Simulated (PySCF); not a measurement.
## Correlation energy of F+ (fluorine, charge +1)

[He] 2s2 2p4, high-spin 3P determinant. All numbers are calculated (PySCF 2.14, no relativity, point nucleus, in aug-cc-pVDZ (4s3p2d, 23 functions)). Frozen: 1s2; 6 electrons correlated.

MP2 pair energies summed by pair of shells (mhartree):

```tsv
pair	energy	share (%)
2p-2p	-49.44	47.9
2s-2p	-46.19	44.8
2s-2s	-7.54	7.3
```

Total MP2 correlation energy: -103.17 mhartree.

Same-spin part -25.30 and opposite-spin part -77.87 mhartree; SCS-MP2 scales them by 1/3 and 6/5 to -101.88 mhartree.

| level | correlation energy (mhartree) |
| --- | --- |
| CCSD | -118.22 |
| (T) | -1.22 |
| CCSD(T) | -119.44 |

Diagnostics: T1 = 0.0053, D1 = 0.0090, largest double amplitude 0.035.

Is a single reference adequate?

Yes: T1 lies below 0.03 and no double amplitude reaches 0.07.
